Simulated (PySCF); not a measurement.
The third ionisation energy along the 5p block

Calculated with PySCF 2.14 from differences of total energies of unrestricted determinants, without spin-orbit coupling. Values in eV. The last column holds reference values (NIST; (s) semi-empirical, (t) theoretical, else measured). Unmarked ones compare directly (S terms, centres of terms, or small fine structure); those marked * lie between the lowest fine-structure levels and include a spin-orbit shift.

```csv
element,configurations,UHF,CCSD (valence),LDA,PBE,PBE0,CCSD (valence and next inner shell),reference
"In (aug-cc-pwCVDZ-PP with ECP28MDF, ECP)",[Kr] 4d10 5s1 → [Kr] 4d10,26.626,n/a,29.073,28.654,28.276,27.720,28.044
"Sn (aug-cc-pwCVDZ-PP with ECP28MDF, ECP)",[Kr] 4d10 5s2 → [Kr] 4d10 5s1,28.538,29.460,31.282,30.796,30.427,30.137,30.506
"Sb (aug-cc-pwCVDZ-PP with ECP28MDF, ECP)",[Kr] 4d10 5s2 5p1 → [Kr] 4d10 5s2,24.117,24.356,24.909,24.696,24.728,24.458,25.323 *
"Te (aug-cc-pwCVDZ-PP with ECP28MDF, ECP)",[Kr] 4d10 5s2 5p2 → [Kr] 4d10 5s2 5p1,26.933,27.212,27.680,27.472,27.536,27.304,27.84 ± 0.04 *
"Xe (aug-cc-pwCVDZ-PP with ECP28MDF, ECP)",[Kr] 4d10 5s2 5p4 → [Kr] 4d10 5s2 5p3,29.272,29.695,30.750,30.409,30.424,29.788,31.05 ± 0.04 (s) *
```

Q: Fill in the row of I (aug-cc-pwCVDZ-PP with ECP28MDF, ECP) ([Kr] 4d10 5s2 5p3 → [Kr] 4d10 5s2 5p2).

A: UHF 29.813; CCSD (valence) 30.100; LDA 30.446; PBE 30.249; PBE0 30.361; CCSD (valence and next inner shell) 30.183; reference 29.57 ± 0.025 * (eV).

"Valence" correlates the outer s and p shells and, in groups 3 to 12 and the f block, the outer d or f shell, open or full, or the next shell where the ion has no valence electron left; the wider scheme adds the next inner shell.
